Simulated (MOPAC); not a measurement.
A run for MOPAC: PM7 on GeI, 2S+1 = 2, a spin state set in the input, which need not be the lowest, a point of a bond scan (R = 2.678 Å).

```
PM7 1SCF PRECISE CHARGE=0 UHF MS=0.5 THREADS=1
GeI

Ge     0.00000000 1     0.00000000 1     0.00000000 1
I      0.00000000 1     0.00000000 1     2.67756700 1
```

The log:

```
*******************************************************************************
 **                                                                           **
 **                              MOPAC v23.2.5                                **
 **                                                                           **
 *******************************************************************************
 ** MOPAC's Digital Object Identifier: https://doi.org/10.5281/zenodo.6511958 **
 **                                                                           **
 ** Please cite the open-source release paper for use of this MOPAC version:  **
 ** J. E. Moussa and J. J. P. Stewart (2026)                                  **
 ** MOPAC: An open-source semiempirical molecular orbital program             **
 ** J. Open Source Softw., 11(119), 8025, https://doi.org/10.21105/joss.08025 **
 *******************************************************************************

                              PM7 CALCULATION RESULTS

 *******************************************************************************
 *  PM7        - The PM7 Hamiltonian to be used
 *  UHF        - UNRESTRICTED HARTREE-FOCK CALCULATION
 *
 *
 *
 *                 CHARGE ON SYSTEM = 0
 *
 *
 *
 *  MS=        - IN MECI, MAGNETIC COMPONENT OF SPIN =  0.5
 *  PRECISE    - TIGHTER CRITERIA TO BE USED
 *  1SCF       - DO 1 SCF AND THEN STOP
 *  THREADS=1  - MULTI-THREADING NOT USED
 *  T=         - A TIME OF 172800.0 SECONDS REQUESTED
 *  DUMP=N     - RESTART FILE WRITTEN EVERY 7200.0 SECONDS REQUESTED
 *******************************************************************************
PM7 1SCF PRECISE CHARGE=0 UHF MS=0.5 THREADS=1
 GeI

   ATOM   CHEMICAL          X               Y               Z
  NUMBER   SYMBOL      (ANGSTROMS)     (ANGSTROMS)     (ANGSTROMS)

     1      Ge          0.00000000  *   0.00000000  *   0.00000000  *
     2       I          0.00000000  *   0.00000000  *   2.67756700  *



          CARTESIAN COORDINATES

    NO.       ATOM           X           Y           Z

     1        Ge          0.0000      0.0000      0.0000
     2         I          0.0000      0.0000      2.6776

 General Reference for PM7:
 "Optimization of Parameters for Semiempirical Methods VI: More Modifications to the
 NDDO Approximations and Re-optimization of Parameters", J. J. P. Stewart, J. Mol. Mod., 1:32, 19 (2013)
 https://link.springer.com/article/10.1007/s00894-012-1667-x

           Empirical Formula: Ge I  =     2 atoms



      MOLECULAR POINT GROUP   :   C*v


          UHF CALCULATION, NO. OF ALPHA ELECTRONS =    6
                           NO. OF BETA  ELECTRONS =    5

 -------------------------------------------------------------------------------
 PM7 1SCF PRECISE CHARGE=0 UHF MS=0.5 THREADS=1
 GeI



     1SCF WAS SPECIFIED, SO BFGS WAS NOT USED
     SCF FIELD WAS ACHIEVED


                              PM7 CALCULATION
                                                       MOPAC v23.2.5 Linux




          FINAL HEAT OF FORMATION =         47.21288 KCAL/MOL =     197.53867 KJ/MOL


          COSMO AREA              =        110.97 SQUARE ANGSTROMS
          COSMO VOLUME            =        101.33 CUBIC ANGSTROMS

          IONIZATION POTENTIAL    =          7.098185 EV
          ALPHA SOMO LUMO (EV)    =         -7.098 -1.783
          BETA  SOMO LUMO (EV)    =         -9.012 -1.385
          NO. OF ALPHA ELECTRONS  =          6
          NO. OF BETA  ELECTRONS  =          5
          MOLECULAR WEIGHT        =        199.4945         POINT GROUP:  C*v

          MOLECULAR DIMENSIONS (Angstroms)

            Atom       Atom       Distance
            I     2   Ge     1     2.67757
            I     2   Ge     1     0.00000
           Ge     1    I     2     0.00000


          SCF CALCULATIONS        =          1





   ATOM   CHEMICAL          X               Y               Z
  NUMBER   SYMBOL      (ANGSTROMS)     (ANGSTROMS)     (ANGSTROMS)

     1      Ge          0.00000000  *   0.00000000  *   0.00000000  *
     2       I          0.00000000  *   0.00000000  *   2.67756700  *

                             CARTESIAN COORDINATES

   1   Ge        0.000000000     0.000000000     0.000000000
   2    I        0.000000000     0.000000000     2.677567000


           Empirical Formula: Ge I  =     2 atoms



      MOLECULAR POINT GROUP   :   C*v


          ALPHA EIGENVALUES
 -22.11383 -16.48817  -9.33232  -9.24025  -9.03760  -7.09819  -1.78254   0.21272
 127.54879 127.55483 127.60216 127.74794 127.74850


           BETA EIGENVALUES
 -22.08543 -15.74011  -9.25044  -9.04346  -9.01215  -1.38492  -0.64500   0.54443
 127.45384 127.51414 127.57564 127.79610 127.81370


              NET ATOMIC CHARGES AND DIPOLE CONTRIBUTIONS

  ATOM NO.   TYPE          CHARGE      No. of ELECS.   s-Pop       p-Pop       d-Pop
    1         Ge           0.454059        3.5459     1.97941     1.56653
    2          I          -0.454059        7.4541     1.87451     5.57658     0.00297
 DIPOLE           X         Y         Z       TOTAL
 POINT-CHG.     0.000     0.000    -5.840     5.840
 HYBRID         0.000    -0.000     0.094     0.094
 SUM            0.000    -0.000    -5.746     5.746


          ATOMIC ORBITAL ELECTRON POPULATIONS

     Atom    s        px        py        pz      x^2-y^2     xz        z^2       yz        xy
    1 Ge   1.97941   1.02574   0.08284   0.45795
    2  I   1.87451   1.97384   1.91692   1.68583   0.00000   0.00042   0.00230   0.00025   0.00000


                    (SZ)    =    0.500000
                    (S**2)  =    0.751367


          ATOMIC ORBITAL SPIN POPULATIONS

    Atom   Total    s     px     py     pz   x^2-y^2  xz     z^2    yz     xy
         Atomic
    1 Ge  1.0045  0.000  0.974  0.009  0.021
    2  I -0.0045 -0.001  0.026 -0.009 -0.020 -0.000  0.000 -0.000  0.000 -0.000

 **********************
 *                    *
 * JOB ENDED NORMALLY *
 *                    *
 **********************




 == MOPAC DONE ==
```

The run finished.

Cost: about 0.03 core-seconds (a rough figure).
